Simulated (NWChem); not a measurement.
Everything below was run with NWChem. System: CH₃FGe, charge 0, spin multiplicity 1, displaced from the optimised geometry. The structure started from a generated list of species. Level: RHF/def2-SVP, spin-restricted.

NWChem printed:

```
             Northwest Computational Chemistry Package (NWChem) 7.3.0
             --------------------------------------------------------

                                NWChem Input Module
                                -------------------

 Scaling coordinates for geometry "geometry" by  1.889725989
 (inverse scale =  0.529177249)

                             Geometry "geometry" -> ""
                             -------------------------

 Output coordinates in angstroms (scale by  1.889725989 to convert to a.u.)

  No.       Tag          Charge          X              Y              Z
 ---- ---------------- ---------- -------------- -------------- --------------
    1 Ge                  32.0000    -0.47015700    -0.07964900     0.00000000
    2 F                    9.0000     0.81288000    -1.30303600     0.00000000
    3 C                    6.0000     0.77216400     1.49138300     0.00000000
    4 H                    1.0000     0.24118500     2.45639600     0.00000000
    5 H                    1.0000     1.42747100     1.43570600    -0.88769600
    6 H                    1.0000     1.59129800     1.42178700     1.10962000

 Effective nuclear repulsion energy (a.u.)     179.2963858125

            Nuclear Dipole moment (a.u.)
            ----------------------------
        X                 Y               Z
 ---------------- ---------------- ----------------
     0.3096013676    -0.0262766399     0.4193755503


 Summary of "ao basis" -> "" (spherical)
 ------------------------------------------------------------------------------
       Tag                 Description            Shells   Functions and Types
 ---------------- ------------------------------  ------  ---------------------
 *                          def2-svp                  on all atoms

 Summary of "ao basis" -> "ao basis" (spherical)
 ------------------------------------------------------------------------------
       Tag                 Description            Shells   Functions and Types
 ---------------- ------------------------------  ------  ---------------------
 Ge                         def2-svp                12       32   5s4p3d
 F                          def2-svp                 6       14   3s2p1d
 C                          def2-svp                 6       14   3s2p1d
 H                          def2-svp                 3        5   2s1p

                                 NWChem SCF Module
                                 -----------------

  ao basis        = "ao basis"
  functions       =    75
  atoms           =     6
  closed shells   =    25
  open shells     =     0
  charge          =   0.00
  wavefunction    = RHF
  use symmetry    = F
  symmetry adapt  = F

 Summary of "ao basis" -> "ao basis" (spherical)
 ------------------------------------------------------------------------------
       Tag                 Description            Shells   Functions and Types
 ---------------- ------------------------------  ------  ---------------------
 Ge                         def2-svp                12       32   5s4p3d
 F                          def2-svp                 6       14   3s2p1d
 C                          def2-svp                 6       14   3s2p1d
 H                          def2-svp                 3        5   2s1p

 Forming initial guess at       0.1s

      Superposition of Atomic Density Guess
      -------------------------------------

 Sum of atomic energies:       -2213.45864929

      Non-variational initial energy
      ------------------------------

 Total energy =   -2213.910570
 1-e energy   =   -3443.087999
 2-e energy   =    1049.881043
 HOMO         =      -0.236401
 LUMO         =      -0.045548

 Starting SCF solution at       1.4s

 ----------------------------------------------
         Quadratically convergent ROHF

 Convergence threshold     :          1.000E-07
 Maximum no. of iterations :          100
 Final Fock-matrix accuracy:          1.000E-09
 ----------------------------------------------

              iter       energy          gnorm     gmax       time
             ----- ------------------- --------- --------- --------
                 1    -2213.9688797372  9.77D-01  2.86D-01      1.5
                 2    -2214.0221213448  2.70D-01  5.80D-02      1.6
                 3    -2214.0295098535  2.02D-02  4.04D-03      1.8
                 4    -2214.0295779658  1.78D-04  4.50D-05      2.3
                 5    -2214.0295779716  1.11D-08  3.04D-09      3.5

       Final RHF  results
       ------------------

         Total SCF energy =  -2214.029577971586
      One-electron energy =  -3444.734034954104
      Two-electron energy =   1051.408071170055
 Nuclear repulsion energy =    179.296385812463

        Time for solution =      2.0s

             Final eigenvalues
             -----------------

              1
    1 -405.2294
    2  -52.1556
    3  -46.2567
    4  -46.2552
    5  -46.2543
    6  -26.2310
    7  -11.2521
    8   -7.2139
    9   -5.1932
   10   -5.1884
   11   -5.1837
   12   -1.6741
   13   -1.6661
   14   -1.6610
   15   -1.6600
   16   -1.6544
   17   -1.4819
   18   -0.9145
   19   -0.6920
   20   -0.6122
   21   -0.5998
   22   -0.5633
   23   -0.5215
   24   -0.4984
   25   -0.3461
   26    0.0260
   27    0.1293
   28    0.1666
   29    0.2207
   30    0.2456
   31    0.2592
   32    0.3065
   33    0.5039
   34    0.5155
   35    0.5349

                       ROHF Final Molecular Orbital Analysis
                       -------------------------------------

 Vector   23  Occ=2.000000D+00  E=-5.214828D-01
              MO Center=  3.2D-01,  4.7D-01,  1.8D-02, r^2= 2.9D+00
   Bfn.  Coefficient  Atom+Function         Bfn.  Coefficient  Atom+Function
  ----- ------------  ---------------      ----- ------------  ---------------
     4      0.367124  1 Ge s                 37      0.325184  2 F  py
    51     -0.308172  3 C  py                40     -0.256700  2 F  py
     3     -0.238007  1 Ge s                 61     -0.219748  4 H  s
    13      0.178783  1 Ge py                 5      0.169263  1 Ge s
    54     -0.152656  3 C  py

 Vector   24  Occ=2.000000D+00  E=-4.984463D-01
              MO Center=  1.0D+00,  1.3D+00,  4.2D-01, r^2= 1.9D+00
   Bfn.  Coefficient  Atom+Function         Bfn.  Coefficient  Atom+Function
  ----- ------------  ---------------      ----- ------------  ---------------
    71      0.351453  6 H  s                 52      0.315792  3 C  pz
    55      0.215672  3 C  pz                72      0.193665  6 H  s
     4     -0.187578  1 Ge s                 50      0.174904  3 C  px

 Vector   25  Occ=2.000000D+00  E=-3.461069D-01
              MO Center= -4.5D-01,  1.9D-01,  1.9D-02, r^2= 3.0D+00
   Bfn.  Coefficient  Atom+Function         Bfn.  Coefficient  Atom+Function
  ----- ------------  ---------------      ----- ------------  ---------------
     4      0.379970  1 Ge s                  5      0.376787  1 Ge s
    12     -0.311457  1 Ge px                15     -0.248120  1 Ge px
     3     -0.234639  1 Ge s                 51      0.221681  3 C  py
    49     -0.216874  3 C  s                 50      0.214125  3 C  px
    53      0.188596  3 C  px                 9      0.176051  1 Ge px

 Vector   26  Occ=0.000000D+00  E= 2.600072D-02
              MO Center= -4.7D-01, -1.9D-02,  5.0D-03, r^2= 3.3D+00
   Bfn.  Coefficient  Atom+Function         Bfn.  Coefficient  Atom+Function
  ----- ------------  ---------------      ----- ------------  ---------------
    17      0.799326  1 Ge pz                14      0.337509  1 Ge pz
    11     -0.220194  1 Ge pz                72     -0.211766  6 H  s
    41     -0.164189  2 F  pz

 Vector   27  Occ=0.000000D+00  E= 1.292803D-01
              MO Center= -4.0D-01,  3.8D-01,  8.5D-02, r^2= 5.1D+00
   Bfn.  Coefficient  Atom+Function         Bfn.  Coefficient  Atom+Function
  ----- ------------  ---------------      ----- ------------  ---------------
    49      1.584745  3 C  s                 16     -1.143530  1 Ge py
    72     -0.509769  6 H  s                  5     -0.493348  1 Ge s
    67     -0.392426  5 H  s                 62     -0.354656  4 H  s
    35     -0.285998  2 F  s                  4      0.200715  1 Ge s
    13     -0.175618  1 Ge py                39      0.172220  2 F  px

 Vector   28  Occ=0.000000D+00  E= 1.666449D-01
              MO Center=  6.5D-01,  5.9D-01,  2.6D-01, r^2= 5.5D+00
   Bfn.  Coefficient  Atom+Function         Bfn.  Coefficient  Atom+Function
  ----- ------------  ---------------      ----- ------------  ---------------
    49      1.867539  3 C  s                 72     -0.847289  6 H  s
    15     -0.794095  1 Ge px                 5     -0.694578  1 Ge s
    67     -0.691442  5 H  s                 62     -0.582692  4 H  s
    35      0.418498  2 F  s                 53      0.314764  3 C  px
    16      0.225719  1 Ge py                55      0.170140  3 C  pz

 center of mass
 --------------
 x =  -0.11834530 y =  -0.12939703 z =   0.00391553

 moments of inertia (a.u.)
 ------------------
         254.050269246147          -3.370439518078          -1.844397692063
          -3.370439518078         151.142746957328          -1.145811945488
          -1.844397692063          -1.145811945488         390.661655438299

  Mulliken analysis of the total density
  --------------------------------------

    Atom       Charge   Shell Charges
 -----------   ------   -------------------------------------------------------
    1 Ge  32    31.21   2.00  2.00  2.00  1.29  0.51  6.00  5.98  0.83  0.47  8.16  1.80  0.19
    2 F    9     9.56   1.99  1.11  0.86  3.31  2.29  0.00
    3 C    6     6.47   1.99  0.86  0.43  1.93  1.24  0.02
    4 H    1     0.93   0.74  0.17  0.03
    5 H    1     0.91   0.73  0.16  0.03
    6 H    1     0.92   0.61  0.29  0.02

       Multipole analysis of the density wrt the origin
       ------------------------------------------------

     L   x y z        total         open         nuclear
     -   - - -        -----         ----         -------
     0   0 0 0     -0.000000      0.000000     50.000000

     1   1 0 0     -0.451503      0.000000      0.309601
     1   0 1 0      0.809014      0.000000     -0.026277
     1   0 0 1     -0.060750      0.000000      0.419376

     2   2 0 0    -24.409201      0.000000     75.799357
     2   1 1 0      0.884449      0.000000     12.424907
     2   1 0 1     -0.079456      0.000000      1.780446
     2   0 2 0    -24.289739      0.000000    139.078967
     2   0 1 1     -0.222029      0.000000      1.082650
     2   0 0 2    -19.467417      0.000000      7.210910

 Task  times  cpu:        3.5s     wall:        3.5s

 Total times  cpu:        3.5s     wall:        3.5s
```

### Question
Write an NWChem input that would produce this output.

### Answer
This is not unique; one that fits is 
```
start mol
memory heap 200 mb stack 800 mb global 1000 mb
geometry units angstroms nocenter noautoz noautosym
  Ge    -0.470157    -0.079649     0.000000
  F      0.812880    -1.303036     0.000000
  C      0.772164     1.491383     0.000000
  H      0.241185     2.456396     0.000000
  H      1.427471     1.435706    -0.887696
  H      1.591298     1.421787     1.109620
end
basis spherical
  * library def2-svp
end
scf
  rhf
  nopen 0
  maxiter 100
  thresh 1e-7
  semidirect memsize 60000000 filesize 0
end
task scf energy
```
